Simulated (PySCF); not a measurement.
Isomers of C6H16P2, mass 150.073 u with the commonest isotopes. Computed with PBE0/pcSseg-1 in PySCF (dipole) on a GFN2-xTB geometry, gas phase. One conformer each, none proved a minimum here; rigid rotors.

Problem. Order these by dipole moment, smallest first.
A. `[CH3:1][P:2]([CH3:3])[CH2:4][CH2:5][P:6]([CH3:7])[CH3:8]` with C1–P2–C4–C5 177°, P2–C4–C5–P6 180°, C4–C5–P6–C7 -177° (1,2-bis(dimethylphosphino)ethane)
B. `[CH3:1][CH2:2][CH2:3][P:4]([CH3:5])[P:6]([CH3:7])[CH3:8]` with C1–C2–C3–P4 -177°, C2–C3–P4–C5 -76°, C3–P4–P6–C7 -82°
C. `[CH3:1][PH:2][CH2:3][CH2:4][CH2:5][P:6]([CH3:7])[CH3:8]` with C1–P2–C3–C4 -170°, P2–C3–C4–C5 180°, C3–C4–C5–P6 -61°, C4–C5–P6–C7 -177°
D. `[CH3:1][P:2]([CH2:3][PH2:4])[C:5]([CH3:6])([CH3:7])[CH3:8]` with C1–P2–C3–P4 -79°, P2–C3–P4–H -166° and -73°
E. `[CH3:1][CH:2]([CH3:3])[P:4]([PH2:5])[CH:6]([CH3:7])[CH3:8]` with C1–C2–P4–P5 -70°, C2–P4–P5–H -171° and 97°, C2–P4–C6–C7 180°

Solution. A (0.00 D), B (0.17 D), E (1.02 D), C (1.39 D), D (1.94 D).

Problem. Order these by radius of gyration √(Σ m r²/M), largest first.
A. `[CH3:1][CH:2]([CH3:3])[P:4]([PH2:5])[CH:6]([CH3:7])[CH3:8]` with C1–C2–P4–P5 -70°, C2–P4–P5–H -171° and 97°, C2–P4–C6–C7 180°
B. `[CH3:1][PH:2][CH2:3][CH2:4][CH2:5][P:6]([CH3:7])[CH3:8]` with C1–P2–C3–C4 -170°, P2–C3–C4–C5 180°, C3–C4–C5–P6 -61°, C4–C5–P6–C7 -177°
C. `[CH3:1][P:2]([CH3:3])[CH2:4][CH2:5][P:6]([CH3:7])[CH3:8]` with C1–P2–C4–C5 177°, P2–C4–C5–P6 180°, C4–C5–P6–C7 -177°
D. `[CH3:1][CH2:2][CH2:3][P:4]([CH3:5])[P:6]([CH3:7])[CH3:8]` with C1–C2–C3–P4 -177°, C2–C3–P4–C5 -76°, C3–P4–P6–C7 -82°
E. `[CH3:1][P:2]([CH2:3][PH2:4])[C:5]([CH3:6])([CH3:7])[CH3:8]` with C1–P2–C3–P4 -79°, P2–C3–P4–H -166° and -73°

Solution. B (2.690 Å), C (2.606 Å), D (2.385 Å), E (2.259 Å), A (2.136 Å).

Problem. Order these by out-of-plane moment Σ m c² = (Ia + Ib − Ic)/2, largest first.
A. `[CH3:1][CH2:2][CH2:3][P:4]([CH3:5])[P:6]([CH3:7])[CH3:8]` with C1–C2–C3–P4 -177°, C2–C3–P4–C5 -76°, C3–P4–P6–C7 -82°
B. `[CH3:1][P:2]([CH3:3])[CH2:4][CH2:5][P:6]([CH3:7])[CH3:8]` with C1–P2–C4–C5 177°, P2–C4–C5–P6 180°, C4–C5–P6–C7 -177° (1,2-bis(dimethylphosphino)ethane)
C. `[CH3:1][PH:2][CH2:3][CH2:4][CH2:5][P:6]([CH3:7])[CH3:8]` with C1–P2–C3–C4 -170°, P2–C3–C4–C5 180°, C3–C4–C5–P6 -61°, C4–C5–P6–C7 -177°
D. `[CH3:1][CH:2]([CH3:3])[P:4]([PH2:5])[CH:6]([CH3:7])[CH3:8]` with C1–C2–P4–P5 -70°, C2–P4–P5–H -171° and 97°, C2–P4–C6–C7 180°

Solution. C (79.58 u·Å²), D (74.45 u·Å²), B (41.07 u·Å²), A (40.17 u·Å²).

```csv
SMILES,point group,Ia (u·Å²),Ib (u·Å²),Ic (u·Å²),κ,μa (D),μb (D),μc (D)
CP(C)CCP(C)C,Ci,174.91,885.15,977.91,-0.95,0.00,0.00,0.00
CCCP(C)P(C)C,C1,208.88,684.99,813.52,-0.87,0.17,0.01,0.03
CPCCCP(C)C,C1,169.27,996.59,1006.70,-1.00,1.38,0.09,0.04
CC(C)P(P)C(C)C,C1,308.76,450.55,610.40,-0.27,0.13,0.95,0.35
CP(CP)C(C)(C)C,C1,210.56,629.59,690.88,-0.91,1.27,0.82,1.22
```
